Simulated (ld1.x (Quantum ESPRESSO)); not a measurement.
Which change was made? (Sb, TM)

ld1.x (Quantum ESPRESSO) 7.5 input, shortened:

```
&input
   title='Sb', zed=51., rel=1, dft='PBESOL', iswitch=3,
   config='[Kr] 4d10 5s1 5p4'
 /
 &inputp
   pseudotype=2, tm=.true., lloc=1,
   nlcc=.false.
 /
3
5S  1  0   1.00   0.00  1.80  1.80  0.0
4D  3  2  10.00   0.00  1.20  1.20  0.0
5P  2  1   4.00   0.00  2.10  2.10  0.0
 &test
   configts(1)='4d10 5s1 5p4'
 /
```

Cutoffs, loose and tight: the cutoffs (Ry, on a coarse ladder) from which the occupation-weighted sum of valence levels, in a spherical-Bessel basis at the reference potential, stays within 10 and 1 mRy of its value at 400 Ry. They do not see the model core or the augmentation charge, which bear on the density cutoff. Test errors are all-electron minus pseudo excitation energies from the reference, over the configurations 4d10 5s2 5p3; 4d10 5s2 5p2; 4d10 5s2 5p1; 4d10 5s2 5p3.3; 4d10 5s1 5p3; 4d10 5s2 5p0; 4d9 5s2 5p4; variants that change the core or the reference have their own tests. The largest error is taken over the tests solved by every variant that gives reliable tests at all, those not shown here included: 4d10 5s1 5p3; 4d10 5s2 5p0; 4d10 5s2 5p1; 4d10 5s2 5p2; 4d10 5s2 5p3; 4d10 5s2 5p3.3.

The base gives: outcome: generated; cutoff, loose: 110 Ry; cutoff, tight: 180 Ry; bound ghosts: none; largest test error (meV): -10.

(1) After one change the result is: outcome: generated; cutoff, loose: 90 Ry; cutoff, tight: 140 Ry; bound ghosts: none; largest test error (meV): +21. Which change was it?
A. wave 4d (bound): rc 1.20 bohr becomes 4d (bound): rc 0.84 bohr
B. wave 5p (bound): rc 2.10 bohr becomes 5p (bound): rc 2.94 bohr
C. all radii scaled by about 1.35 (s 2.42, p 2.82, d 1.62 bohr)

Results:

(1) C. The others give: wave 4d (bound): rc 1.20 bohr becomes 4d (bound): rc 0.84 bohr → outcome: generated; cutoff, loose: 230 Ry; cutoff, tight: over 300 Ry; bound ghosts: none; largest test error (meV): -10 | wave 5p (bound): rc 2.10 bohr becomes 5p (bound): rc 2.94 bohr → outcome: generated; cutoff, loose: 110 Ry; cutoff, tight: 180 Ry; bound ghosts: none; largest test error (meV): +38.
